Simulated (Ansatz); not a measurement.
C2H10Si2, SMILES `C[SiH](C)[SiH3]` (charge 0, multiplicity 1).

Level of theory: Ansatz (a quantum-chemistry and plane-wave program) with HSE06/cc-pVTZ // PBE0-D3(BJ)/def2-TZVP.

Ansatz 0.2 input:
```yaml
crystal:
  periodic: [false, false, false]
  atoms:
    - { symbol: C, position_ang: [-1.84129, -0.224582, 0.190884] }
    - { symbol: Si, position_ang: [-0.121082, -0.080245, -0.546447] }
    - { symbol: C, position_ang: [0.433873, 1.712242, -0.597667] }
    - { symbol: Si, position_ang: [1.397453, -1.355826, 0.70184] }
    - { symbol: H, position_ang: [-1.856308, 0.148138, 1.218044] }
    - { symbol: H, position_ang: [-2.17942, -1.262926, 0.203545] }
    - { symbol: H, position_ang: [-2.559711, 0.358425, -0.391303] }
    - { symbol: H, position_ang: [-0.140821, -0.623449, -1.937606] }
    - { symbol: H, position_ang: [1.425358, 1.805785, -1.045837] }
    - { symbol: H, position_ang: [-0.262505, 2.314013, -1.187495] }
    - { symbol: H, position_ang: [0.477102, 2.134549, 0.409305] }
    - { symbol: H, position_ang: [1.460472, -0.858069, 2.106251] }
    - { symbol: H, position_ang: [0.995541, -2.789887, 0.745981] }
    - { symbol: H, position_ang: [2.771338, -1.278167, 0.130507] }
basis:
  gaussian: { orbitals: cc-pVTZ }
hamiltonian:
  xc: hse06
```

Output:

```
Functional definition: HSE06
1514 factors; their error is unknown
138 factors; integrals over basis functions are off by at most 7.8e-7 eV
mean field evaluation 1: about -17974.3309 eV, gradient 6.6e1 eV
mean field evaluation 2: about -17968.5281 eV, gradient 7.6e1 eV
mean field evaluation 4: about -17984.2000 eV, gradient 2.6e0 eV
mean field evaluation 8: about -17984.2158 eV, gradient 9.0e-2 eV
mean field evaluation 16: about -17984.2707 eV, gradient 6.5e-5 eV
mean field -17984.27069966 eV, -660.9097580361 hartree, gradient 6.3e-5 eV, S^2 0.000000; 0 other end points of the search recorded, 0 dependent functions left out
reference -17984.27074739 eV, -660.9097597899 hartree; 25, 25 occupied and 243, 243 virtual orbitals, 1514 factors
Total energy: -17984.27074739 eV, -660.9097597899 hartree
```
